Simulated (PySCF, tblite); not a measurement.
A set of runs on `FCC[SiH2][C@@H](F)Cl`; the geometry of each is named by its level. Settings lines and outputs come from a driver script.

C₃H₇ClF₂Si.
Atom-mapped SMILES: `[F:1][CH2:2][CH2:3][SiH2:4][C@@H:5]([F:6])[Cl:7]` (hydrogens: H8, H9 on C2; H10, H11 on C3; H12, H13 on Si4; H14 on C5)

Step 1: GFN2-xTB geometry optimisation, gas phase (tblite 0.8.0) (from a force-field or distance-geometry start)
```json
{"job": {"kind": "relax", "xc": "GFN2-xTB", "basis": "xTB"}, "charge": 0, "multiplicity": 1}
```
```
step      E/eV     max force
  0    -699.52488    2.228
  1    -699.66646    0.735
  2    -699.71229    0.547
...
104    -700.00217    0.021
105    -700.00222    0.016
106    -700.00225    0.016
107    -700.00228    0.014
108    -700.00230    0.009
```

Energy lowered by 11.0 kcal/mol over 108 steps; largest atomic force 0.009 eV/Å at the end. «max force» is the largest atomic force in eV/Å.

On one thread, Arm Neoverse N1 (aarch64), no GPU, shared host with 64 logical CPUs at a one-minute load of 61, this took 1.2 s wall.

Step 2: GFN2-xTB harmonic vibrations, gas phase (tblite 0.8.0) (on the GFN2-xTB geometry)
```json
{"job": {"kind": "ir", "xc": "GFN2-xTB", "basis": "xTB"}, "charge": 0, "multiplicity": 1}
```
```
(table of modes left out)
```

36 modes from 32 to 3000 cm⁻¹ (unscaled, harmonic); zero-point energy 58.3 kcal/mol; all wavenumbers are real at this level.

Time: 0.78 s wall. Hardware: one thread of an Arm Neoverse N1, shared host with 64 logical CPUs at a one-minute load of 61.

Step 3: TDDFT B3LYP/def2-SVPD, vertical, gas phase, core orbitals frozen in the response (PySCF 2.14.0, density-fitted response routines) (on the GFN2-xTB geometry)
```json
{"job": {"kind": "uv", "xc": "B3LYP", "basis": "def2-SVPD", "nstates": 8, "ntriplets": 3}, "charge": 0, "multiplicity": 1}
```
```
...
Static polarisability (au): isotropic 79.861, principal 69.293 79.665 90.625
Singlet excitations
state   eV       nm        f      main configurations
  1   6.6652    186.0   0.02522   H->L 0.89
  2   7.2986    169.9   0.01151   H->L+1 0.73, H->L+2 0.11
  3   7.3817    168.0   0.01129   H->L+2 0.82, H->L+1 0.14
  4   7.5465    164.3   0.00635   H-1->L 0.71, H-2->L 0.18
  5   7.7944    159.1   0.00677   H-2->L 0.40, H->L+3 0.37, H-1->L 0.09
  6   7.9392    156.2   0.02199   H->L+3 0.41, H-2->L 0.32, H-1->L 0.14
  7   8.0986    153.1   0.01017   H->L+4 0.56, H-1->L+1 0.24, H-2->L+1 0.10
  8   8.1346    152.4   0.03628   H-1->L+1 0.36, H->L+4 0.32, H-2->L+1 0.17
Triplet excitations (Tamm-Dancoff, eV): 6.0379 6.8921 6.9629
```

HOMO -8.06 eV, LUMO -0.25 eV; lowest singlet 6.67 eV; lowest triplet 6.04 eV (Tamm–Dancoff); mean polarisability 79.9 au.

On one thread of an Arm Neoverse N1, shared host, this took 72 s wall and 0.85 GiB of memory at its peak.

Geometry of the electronic-property runs (GFN2-xTB):
```
atom  x, y, z in Å
F1     2.109    1.305    0.948
C2     2.158    0.273    0.040
C3     0.797    0.066   -0.600
Si4   -0.558   -0.091    0.729
C5    -2.210   -0.455   -0.208
F6    -3.235   -0.589    0.683
Cl7   -2.583    0.928   -1.274
H8     2.927    0.542   -0.691
H9     2.475   -0.612    0.601
H10    0.580    0.913   -1.252
H11    0.853   -0.820   -1.232
H12   -0.319   -1.253    1.593
H13   -0.762    1.144    1.475
H14   -2.232   -1.350   -0.835
```

 (This holds for the electronic-property runs.)

One conformer stands for the species.
